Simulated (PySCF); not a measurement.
**Correlation energy of Pb (lead, neutral)**

[Xe] 4f14 5d10 6s2 6p1 6d1, one real determinant (an excited configuration). Calculation: PySCF 2.14, in aug-cc-pVTZ-PP with one added diffuse shell each of d, f type with ECP60MDF (6s5p5d3f, 67 functions); scalar relativity through the core potential. Frozen: 5s2 5p6 5d10; 4 electrons correlated.

MP2 pair energies summed by pair of shells (mhartree):

| pair | energy | share (%) |
| --- | --- | --- |
| 6s-6s | -15.43 | 49.8 |
| 6s-6p | -11.63 | 37.5 |
| 6s-6d | -2.80 | 9.0 |
| 6p-6d | -1.14 | 3.7 |

Total MP2 correlation energy: -31.00 mhartree.

Same-spin part -4.25 and opposite-spin part -26.75 mhartree; SCS-MP2 scales them by 1/3 and 6/5 to -33.52 mhartree.

The reference is one real determinant that mixes LS terms of this configuration.
